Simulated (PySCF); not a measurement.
Gas-phase reaction: SnCl3 + 5 F = SnF2 + 3 ClF

Method: PySCF energies (xtb for GFN2) plus ideal-gas RRHO corrections (1 bar). † marks an energy on the PBE0/def2-TZVP geometry and frequencies; other levels use their own. Open shells (unrestricted): SnCl3 (multiplicity 2), F (multiplicity 2); the rest are closed-shell singlets. GFN2 has no spin-polarisation term. Spin-orbit splitting is ignored; it lowers the true energy and changes the entropy of F. Sn: scalar-relativistic def2 core potential, no spin-orbit coupling. SnCl3: computed as isolated molecules; such fragments, hydroxides, amides, oligomers or adducts are transient or little studied in the gas.

GFN2-xTB gives ΔH°(298 K) = -965 kJ.

Q: What do BLYP/def2-TZVP†, ωB97M-V/def2-TZVP†, r2SCAN/def2-TZVP† give?

A: BLYP/def2-TZVP†: -937 kJ; ωB97M-V/def2-TZVP†: -819 kJ; r2SCAN/def2-TZVP†: -787 kJ. For scale, ΔH°(298 K) is -965 kJ at this level, -819 kJ at ωB97M-V/def2-TZVP†, and runs from -1235 to -69 kJ over the 17 levels computed († marks an energy on the PBE0/def2-TZVP geometry).
